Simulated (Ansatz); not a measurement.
Cl$_{2}$, charge +1, doublet, geometry from GFN2-xTB (a state made from the parent by changing its charge; the spin is typed, not shown lowest). Base run: PBE0/cc-pVDZ (Ansatz, a program for electronic structure).

Geometry (Å):
```xyz
2

Cl     0.0000     0.0000    -0.9804
Cl     0.0000     0.0000     0.9804
```
Charge +1, spin multiplicity 2.
Orbitals are unrestricted.
All else is at Ansatz's defaults.
Base energy -919.64139 Eh.

Each row names what was changed in the base input (with any setting that the change needs).

```
change                                                           ΔE vs base (kcal/mol)
---------------------------------------------------------------  ---------------------
base                                                                             0.000
accuracy = high                                                                  0.000
lower_state_search = off                                                         0.000
fitting.mean_field = def2-universal-JKFIT                                       -0.001
lower_state_search = full                                                        0.000
lower_state_search = light                                                       0.000
point_charge = charge:-1.0 position_ang:3.856, -0.4695, -0.8689                  -82.2
final_grid = 4, 8, 17                                                           -0.042
forces = on                                                                      0.000
point_charge = charge:1.0 position_ang:3.9425, -0.5289, -0.1455                   77.3
final_grid = 6, 12, 29                                                           0.002
```
